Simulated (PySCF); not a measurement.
**Ionisation energy of S(2+) by level of theory**

S(2+) [Ne] 3s2 3p2 (3P) → S(3+) [Ne] 3s2 3p1 (2P), as a difference of total energies. All numbers are calculated (PySCF 2.14, scalar relativity by spin-free X2C-1e, in aug-cc-pVQZ-DK (7s6p4d3f2g, 84 functions)). Correlated levels: valence: [Ne] frozen. The calculations carry no spin-orbit coupling.

| method | ionisation energy (eV) |
| --- | --- |
| UHF | 34.152 |
| MP2 (valence) | 34.673 |
| SCS-MP2 (valence) | 34.578 |
| CCSD (valence) | 34.704 |
| CCSD(T) (valence) | 34.741 |

**Question.** How much does correlation contribute at CCSD(T) (valence)?

**Answer.** 34.741 − (34.152) = 0.589 eV, measured against UHF.

A first-order spin-orbit estimate (lowest level to lowest level, LS coupling) adds -0.009 eV.

Errors of the correlated levels include the incompleteness of this basis and the frozen core.

For comparison: 34.86 ± 0.04 eV (semi-empirical (NIST evaluation); NIST Atomic Spectra Database, ionization energies).
